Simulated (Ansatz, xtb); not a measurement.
## Two isomers of C5H6F2S

Structure I: `FC1(F)CCC(=S)C1`, a singlet. Structure II: `FC(F)C1=CSCC1`, a singlet. Both are isolated molecules in the gas phase, relaxed with r2SCAN-D4/def2-SVP; the shapes shown needn't be the lowest conformers.

I (Å):

```xyz
14

C    -1.4808   -0.4431    1.2933
C    -0.0229   -0.1580    0.9676
C     0.3378    0.9242    1.9900
C    -0.5093    0.6229    3.2136
C    -1.5818   -0.3665    2.8105
F    -1.9174   -1.6261    0.7892
F    -2.2650    0.5368    0.7390
S    -0.3010    1.2517    4.6969
H     0.0960    0.1406   -0.0837
H     0.5549   -1.0802    1.1406
H     0.0278    1.9196    1.6207
H     1.4055    1.0021    2.2414
H    -2.5849   -0.0850    3.1636
H    -1.3436   -1.3563    3.2389
```

II (Å):

```yaml
atoms:
  - { symbol: C, position_ang: [-1.6936, 0.1469, 0.3531] }
  - { symbol: C, position_ang: [-0.7105, 0.0373, 1.4568] }
  - { symbol: C, position_ang: [0.6080, -0.1837, 1.2880] }
  - { symbol: C, position_ang: [0.0909, 0.3056, 3.7383] }
  - { symbol: C, position_ang: [-1.1598, 0.0309, 2.8971] }
  - { symbol: F, position_ang: [-2.6469, -0.8288, 0.4771] }
  - { symbol: F, position_ang: [-2.3641, 1.3385, 0.4252] }
  - { symbol: S, position_ang: [1.5360, -0.3196, 2.7665] }
  - { symbol: H, position_ang: [-1.2381, 0.0658, -0.6500] }
  - { symbol: H, position_ang: [1.1204, -0.3027, 0.3291] }
  - { symbol: H, position_ang: [0.2446, 1.3867, 3.8876] }
  - { symbol: H, position_ang: [0.0804, -0.1888, 4.7198] }
  - { symbol: H, position_ang: [-1.9415, 0.7834, 3.0910] }
  - { symbol: H, position_ang: [-1.5971, -0.9590, 3.1305] }
```

Problem. Estimate E(II) − E(I) at the level CCSD(T)/def2-SVP + ΔMP2/def2-TZVPP.

Solution. Calculated at CCSD(T)/def2-SVP + ΔMP2/def2-TZVPP: E(II) − E(I) = +0.227 eV, so structure I lies lower.

The same difference at several levels:

```
                             level            geometry  E(II) − E(I) (eV)  departure from the last row (eV)  job, with rough time for the two
                          GFN2-xTB            GFN2-xTB              +0.420                            +0.193              optimisation, 0.14 s
                         HF/STO-3G            GFN2-xTB              +0.005                            −0.221              single point, 0.38 s
      r2SCAN-D4/def2-SVP//GFN2-xTB            GFN2-xTB              +0.359                            +0.132               single point, 4.2 s
                r2SCAN-D4/def2-SVP  r2SCAN-D4/def2-SVP              +0.364                            +0.137                optimisation, 50 s
                       HF/def2-SVP  r2SCAN-D4/def2-SVP              +0.378                            +0.151           part of the CCSD(T) run
                      MP2/def2-SVP  r2SCAN-D4/def2-SVP              +0.392                            +0.165           part of the CCSD(T) run
                  CCSD(T)/def2-SVP  r2SCAN-D4/def2-SVP              +0.403                            +0.176                      single point
CCSD(T)/def2-SVP + ΔMP2/def2-TZVPP  r2SCAN-D4/def2-SVP              +0.227                                               single point, 1.7 min
```

As drawn, II has 1 C=C, 2 C–S in place of 2 C–C, 1 C=S.

HF/STO-3G finds them nearly level. The largest departure from CCSD(T)/def2-SVP + ΔMP2/def2-TZVPP is that of HF/STO-3G, 0.221 eV. The last row adds to CCSD(T) the change of the MP2 difference between the two basis sets, here −0.176 eV, a large step that makes the value less sure.

With thermal terms from frequencies at re-optimised GFN2-xTB minima (ideal gas, soft modes damped towards free rotors, one conformer each, 298.15 K, 1 atm): on the last row, ΔE + ΔZPE = +0.211, ΔH = +0.225, ΔG = +0.184 eV.

The correlated steps freeze 12 core orbitals. Programs: Ansatz 0.2.0, xtb 6.7.1; the last row on 4 threads of Arm Neoverse V2 on a shared host.
